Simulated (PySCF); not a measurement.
**How methods differ on the excitation energy of C²⁺**

C²⁺ [He] 2s2 (1S) → C²⁺ [He] 2p2 (3P), as a difference of total energies. All numbers are calculated (PySCF 2.14, no relativity, point nucleus, in aug-cc-pwCVDZ). Correlated levels: valence: 1s2 frozen. The calculations carry no spin-orbit coupling.

| method | excitation energy (eV) |
| --- | --- |
| UHF | 15.549 |
| MP2 (valence) | 16.554 |
| SCS-MP2 (valence) | 16.857 |
| CCSD (valence) | 17.391 |

How much does correlation contribute at MP2 (valence)?

16.554 − (15.549) = 1.005 eV, measured against UHF.

A first-order spin-orbit estimate (lowest level to lowest level, LS coupling) adds -0.006 eV.

With two correlated electrons CCSD is exact in that space.

The coupled-cluster amplitudes are large for the lower state (T1 above 0.03 or a double amplitude above 0.15), so a single reference is strained.
